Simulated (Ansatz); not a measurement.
`C[BH][GeH3]` + H₂ → `BC` + GeH₄ at 400 K and 1 bar (hydrogenolysis of a B–Ge bond).

Isolated molecules relaxed with PBE0-D4/def2-TZVP in Ansatz; ΔE leaves out vibrations. CBS: MP2 limit from def2 TZ/QZ plus the TZ coupled-cluster correction, frozen cores. This one scheme is used for every species. For Ge outer-core shells are correlated without core-valence functions, which leaves a few kJ/mol of doubt a bond. Scalar relativity is left out up to krypton.

| species | CCSD(T)/CBS energy (Eh) | H − E (kJ/mol) | S (J/(mol·K)) |
| --- | --- | --- | --- |
| `C[BH][GeH3]` | -2143.14307 | 215.7 | 357.8 |
| H₂ | -1.17544 | 38.0 | 139.0 |
| `BC` | -65.83255 | 164.9 | 265.6 |
| GeH₄ | -2078.49493 | 93.6 | 231.8 |

H − E and S are ideal-gas, rigid-rotor, harmonic terms from PBE0-D4/def2-TZVP, for one conformer and one mirror image of each species. For small species the MP2-based limit differs from directly extrapolated CCSD(T) by up to some mEh (0.8 for H₂); such offsets cancel only in part. 1 Eh = 2625.50 kJ/mol, R = 8.31446 J/(mol·K).

**Question.** By hand: ΔE, ΔH, ΔS and ΔG.

**Answer.** ΔE = (-65.83255) + (-2078.49493) − (-2143.14307) − (-1.17544) = -0.00897 Eh = -23.6 kJ/mol. Δ(H − E) = 164.9 + 93.6 − 215.7 − 38.0 = 4.8, so ΔH = -18.8 kJ/mol. ΔS = 265.6 + 231.8 − 357.8 − 139.0 = 0.6 J/(mol·K). ΔG = -18.8 − 400 × (0.6)/1000 = -19.0 kJ/mol.

**Question.** By hand: the equilibrium constant, and the temperature at which ΔG would vanish if ΔH and ΔS stayed fixed.

**Answer.** log₁₀ K = −ΔG/(RT ln 10) = 2.5. ΔH and −TΔS have one sign here, so there is no such temperature.

The number of gas molecules stays the same, so ΔS is small and ΔH decides. A doubt of 5 kJ/mol in ΔE shifts log₁₀ K by 0.7 here. Other conformers and mirror images would add mixing entropy, several J/(mol·K) or more a flexible species. Modes under 60 cm⁻¹, often nearly free rotors, make the harmonic entropy too high. These are equilibria of isolated gas molecules and say nothing of rates. Largest T1 diagnostic: 0.012 (customary marks: 0.02 for closed shells, 0.045 for open ones).

ΔS is within the doubt of such terms, so its sign, and with it that verdict, could turn.
